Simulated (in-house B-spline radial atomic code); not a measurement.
**Response and correlation of the lutetium ion Lu⁺**

Closed shell [Xe] 4f14 6s2. Computed with a B-spline radial code for spherical atoms: Dirac-Hartree-Fock, relativistic RPA (time-dependent Dirac-Hartree-Fock) for the response and second-order many-body perturbation theory for correlation, no-pair Dirac-Coulomb Hamiltonian, finite nucleus.

Command:
```bash
python run_mb.py task.json out
```
Settings (nuclear radius in fm, box in bohr, cutoff in hartree):
```
basis_form          2
Z                   71
core_configuration  [Xe] 4f14 6s2
rms_radius          5.37
mass_number         175
speed_of_light      137.036
box_radius          25.846
lmax                7
intervals           65
virtual_cutoff      126025.0
```

Cost of the run: 28 s on 1 thread of Arm Neoverse N1 (shared host).

```tsv
multipole (bohr³, bohr⁵, bohr⁷)	uncoupled	coupled RPA
dipole	56.691	72.033
quadrupole	528.25	1033.5
octupole	8089.1	?
```

Q: What is the coupled octupole polarisability?

A: 11418 atomic units, +41 % against the uncoupled value.

Q: Which subshells carry the dipole polarisability?

A: 6s1/2 102.4 %, 5p3/2 -1.0 %, 4f7/2 -0.6 %.

Q: What does the dipole shielding factor come to?

A: The dipole shielding factor is 0.985, against the exact N/Z = 70/71 = 0.986 of the non-relativistic theorem.

Dipole polarisability at imaginary frequency:

| u (Eh) | α(iu) (bohr³) |
| --- | --- |
| 0 | 72.03 |
| 0.141 | 45.5 |
| 0.424 | 13.99 |
| 0.849 | 5.946 |
| 1.41 | 3.299 |
| 2.83 | 1.384 |
| 5.66 | 0.5337 |
| 14.1 | 0.1372 |

Q: What dispersion coefficients follow for two such ions (the dispersion part alone)?

A: C6 = (3/π)∫α(iu)²du = 764.7 hartree·bohr⁶ and C8 = 47460 hartree·bohr⁸.

Lowest J = 1 odd-parity excitations:

| energy (eV) | oscillator strength | leading channel | weight |
| --- | --- | --- | --- |
| 2.0495 | 0.00587 | 6s1/2 → p1/2 | 0.759 |
| 4.8271 | 2.08 | 6s1/2 → p3/2 | 0.746 |
| 8.2244 | 0.00112 | 6s1/2 → p1/2 | 0.857 |
| 8.5663 | 0.0258 | 6s1/2 → p3/2 | 0.853 |
| 10.099 | 0.000966 | 6s1/2 → p1/2 | 0.887 |
| 10.248 | 0.00169 | 6s1/2 → p3/2 | 0.885 |
| 11.448 | 0.00147 | 6s1/2 → p1/2 | 0.906 |
| 11.602 | 3.62e-05 | 6s1/2 → p3/2 | 0.897 |

For an outer ns² shell RPA puts the lowest triplet far too low, and second order misses the ns²-np² near-degeneracy.

Second-order correlation energy by the highest angular momentum of the excited pair (hartree): s -0.03013, p -0.2836, d -0.9707, f -1.794, g -1.243, h -0.4222, i -0.1934, k -0.09528.

Q: What is the second-order correlation energy at the partial-wave limit?

A: The listed waves sum to -5.0324 hartree; extrapolating the increments as (l + 1/2)⁻⁴ gives -5.2272 hartree, -2.03 eV per electron.
